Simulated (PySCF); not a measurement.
**Molecular orbitals of SnO⁺**

r²SCAN at R = 2.007 Å; basis Sn x2c-SVPall, O x2c-SVPall; spin-free X2C with a Gaussian nucleus; PySCF 2.14. State: ²Π (doublet), unpaired electrons π ↑. Only the outer orbitals are listed, counted within each symmetry.

```json
{"spin": "α", "orbital": "11σ", "occ.": "1", "ε (eV)": "-30.91", "on Sn (%)": "12", "main shells (%)": "86 O s"}
{"spin": "α", "orbital": "12σ", "occ.": "1", "ε (eV)": "-18.53", "on Sn (%)": "76", "main shells (%)": "76 Sn s, 19 O p"}
{"spin": "α", "orbital": "6π", "occ.": "1", "ε (eV)": "-16.54", "on Sn (%)": "6", "main shells (%)": "94 O p"}
{"spin": "α", "orbital": "6π", "occ.": "1", "ε (eV)": "-14.61", "on Sn (%)": "10", "main shells (%)": "89 O p, 9 Sn p"}
{"spin": "α", "orbital": "13σ", "occ.": "1", "ε (eV)": "-14.49", "on Sn (%)": "39", "main shells (%)": "60 O p, 20 Sn s, 18 Sn p"}
{"spin": "α", "orbital": "7π", "occ.": "0", "ε (eV)": "-10.08", "on Sn (%)": "96", "main shells (%)": "96 Sn p"}
{"spin": "α", "orbital": "7π", "occ.": "0", "ε (eV)": "-9.79", "on Sn (%)": "92", "main shells (%)": "92 Sn p, 8 O p"}
{"spin": "α", "orbital": "14σ", "occ.": "0", "ε (eV)": "-6.77", "on Sn (%)": "91", "main shells (%)": "81 Sn p, 11 O p"}
{"spin": "β", "orbital": "11σ", "occ.": "1", "ε (eV)": "-28.62", "on Sn (%)": "12", "main shells (%)": "87 O s"}
{"spin": "β", "orbital": "12σ", "occ.": "1", "ε (eV)": "-18.31", "on Sn (%)": "80", "main shells (%)": "80 Sn s, 14 O p"}
{"spin": "β", "orbital": "13σ", "occ.": "1", "ε (eV)": "-13.97", "on Sn (%)": "36", "main shells (%)": "62 O p, 22 Sn p, 14 Sn s"}
{"spin": "β", "orbital": "6π", "occ.": "1", "ε (eV)": "-13.82", "on Sn (%)": "16", "main shells (%)": "84 O p, 14 Sn p"}
{"spin": "β", "orbital": "6π", "occ.": "0", "ε (eV)": "-12.11", "on Sn (%)": "38", "main shells (%)": "62 O p, 36 Sn p"}
{"spin": "β", "orbital": "7π", "occ.": "0", "ε (eV)": "-9.79", "on Sn (%)": "87", "main shells (%)": "86 Sn p, 13 O p"}
{"spin": "β", "orbital": "7π", "occ.": "0", "ε (eV)": "-9.24", "on Sn (%)": "66", "main shells (%)": "64 Sn p, 34 O p"}
```

**Question.** Which are the highest filled and the lowest empty level, where do they sit, and how wide is the gap?

**Answer.** Highest filled β 6π at -13.82 eV (in %: 84 O p, 14 Sn p); lowest empty β 6π at -12.11 eV (in %: 62 O p, 36 Sn p); the gap at r²SCAN is 1.71 eV. Both belong to one degenerate shell, split only by its one-sided filling, so this is no excitation gap.

```json
{
 "bond order (Mayer)": "1.21",
 "⟨S²⟩": "0.762",
 "charge on Sn (Mulliken, basis-dependent)": "1.24",
 "charge on Sn (Löwdin, basis-dependent)": "1.11",
 "dipole moment (positive dipole points towards O; it is taken about the centre of mass and depends on that origin)": "-2.46 D"
}
```

Spin–orbit coupling is left out. The state was picked by a PBE0 search and need not be the measured ground state.
